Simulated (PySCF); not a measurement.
Species: 3-bromobenzoic acid, C7H5BrO2.
Bonds: O1–C2 (double), C2–O3, C2–C4, C4–C5 (aromatic), C5–C6 (aromatic), C6–C7 (aromatic), C7–C8 (aromatic), C8–Br9, C8–C10 (aromatic), C4–C10 (aromatic). Hydrogens: H11 on O3; H12 on C5; H13 on C6; H14 on C7; H15 on C10.

Computed by this run: PBE0-D3(BJ)/def2-SVP geometry optimisation, gas phase in PySCF; density fitting, grid level 2; the optimiser is geomeTRIC in internal coordinates, started from a GFN2-xTB structure.

Step 0: E = -81443.9841 eV
```
atom  x, y, z in Å  |  force x, y, z in eV/Å
O1      2.8958   -1.1220   -0.0952   -0.040  -0.082  -0.005
C2      2.2034   -0.1403   -0.0074    0.518  -0.067  -0.004
O3      2.7164    1.0909    0.1160   -0.197   0.308   0.029
C4      0.7203   -0.1589   -0.0243    0.151   0.045   0.004
C5      0.0712   -1.3853   -0.1476    0.129   0.088   0.011
C6     -1.3101   -1.4371   -0.1677    0.083   0.054   0.007
C7     -2.0539   -0.2729   -0.0652   -0.023   0.056   0.000
C8     -1.3961    0.9411    0.0563   -0.437   0.624   0.057
Br9    -2.4157    2.5436    0.1961    0.150  -0.249  -0.020
C10    -0.0164    1.0172    0.0786    0.023  -0.053  -0.005
H11     3.6854    1.0467    0.1211   -0.158  -0.282  -0.029
H12     0.6686   -2.2806   -0.2255    0.277  -0.371  -0.034
H13    -1.8162   -2.3851   -0.2637   -0.227  -0.433  -0.042
H14    -3.1325   -0.3047   -0.0801   -0.450  -0.001  -0.005
H15     0.4853    1.9673    0.1733    0.201   0.362   0.036
```

Step 1: E = -81444.0050 eV
```
atom  x, y, z in Å  |  force x, y, z in eV/Å
O1      2.9007   -1.0987   -0.2278    0.047   0.014   0.000
C2      2.2118   -0.1266   -0.0524   -0.116  -0.024   0.065
O3      2.7165    1.0790    0.2384    0.038  -0.049  -0.012
C4      0.7241   -0.1387   -0.0867    0.016  -0.027   0.026
C5      0.0835   -1.3777   -0.1748    0.044  -0.027  -0.022
C6     -1.3044   -1.4394   -0.1419   -0.039  -0.072  -0.004
C7     -2.0599   -0.2737   -0.0316   -0.065   0.024   0.000
C8     -1.4112    0.9596    0.0369    0.068  -0.089  -0.024
Br9    -2.4273    2.5368    0.1698   -0.061   0.094   0.010
C10    -0.0217    1.0389    0.0129    0.011   0.062   0.008
H11     3.6756    0.9566    0.2993    0.040   0.061  -0.064
H12     0.6973   -2.2775   -0.2576   -0.017   0.025   0.012
H13    -1.8124   -2.4061   -0.1951    0.017   0.036  -0.009
H14    -3.1508   -0.3164    0.0042    0.032   0.001  -0.017
H15     0.4835    2.0040    0.0711   -0.014  -0.029   0.032
```

Step 2: E = -81444.0133 eV
```
atom  x, y, z in Å  |  force x, y, z in eV/Å
O1      2.9107   -1.0959   -0.2001   -0.080  -0.130   0.077
C2      2.2119   -0.1317   -0.0191    0.140   0.064  -0.210
O3      2.7248    1.0863    0.1980   -0.096   0.072   0.051
C4      0.7238   -0.1490   -0.0403    0.004   0.000   0.123
C5      0.0787   -1.3847   -0.1467    0.038  -0.011  -0.040
C6     -1.3107   -1.4414   -0.1519    0.010   0.009  -0.005
C7     -2.0641   -0.2721   -0.0561   -0.003   0.019   0.007
C8     -1.4109    0.9568    0.0456    0.012  -0.026  -0.005
Br9    -2.4270    2.5419    0.1693    0.011  -0.010   0.003
C10    -0.0208    1.0302    0.0587   -0.010   0.041   0.001
H11     3.6888    0.9863    0.1796   -0.032  -0.021  -0.011
H12     0.6900   -2.2855   -0.2254    0.001  -0.007   0.007
H13    -1.8206   -2.4040   -0.2313    0.002   0.001   0.000
H14    -3.1549   -0.3092   -0.0578    0.000  -0.001  -0.008
H15     0.4857    1.9919    0.1422    0.003  -0.002   0.009
```

Task: Estimate the geometry and energy of step 3. (The exact step hangs on the optimiser's Hessian estimate; all steps are aligned on step 2, rigid shifts and turns removed.)

Result: E = -81444.0129 eV, largest force 0.246 eV/Å
```
atom  x, y, z in Å  |  force x, y, z in eV/Å
O1      2.8897   -1.1229   -0.1659    0.128   0.203   0.054
C2      2.2118   -0.1385   -0.0128   -0.204  -0.041  -0.041
O3      2.7105    1.0923    0.1636    0.191  -0.143  -0.060
C4      0.7252   -0.1510   -0.0128   -0.035  -0.022   0.035
C5      0.0839   -1.3874   -0.1309   -0.071   0.058  -0.039
C6     -1.3057   -1.4404   -0.1588    0.011   0.017   0.001
C7     -2.0591   -0.2699   -0.0703    0.032   0.000   0.008
C8     -1.4059    0.9569    0.0530   -0.029   0.029   0.015
Br9    -2.4245    2.5435    0.1750    0.032  -0.044   0.000
C10    -0.0164    1.0307    0.0869   -0.042  -0.046  -0.007
H11     3.6746    1.0099    0.1106    0.008   0.009   0.039
H12     0.6954   -2.2877   -0.2080    0.006  -0.004   0.002
H13    -1.8157   -2.4007   -0.2550   -0.015  -0.020   0.003
H14    -3.1491   -0.3051   -0.0958   -0.016  -0.001   0.000
H15     0.4905    1.9901    0.1859    0.004   0.005  -0.011
```

The energy changes by +0.0004 eV. The first-order estimate −F·Δx gives -0.0107 eV and the mean of the old and new forces, exact on a quadratic surface, +0.0004 eV. The step makes an angle of 77° with the force vector and moves no atom by more than 0.074 Å.

What follows is the cost of the whole optimisation. Hardware: an Arm Neoverse V1 with one thread, on a shared host. Cost: 2.8 min wall, 0.96 GiB resident at most.
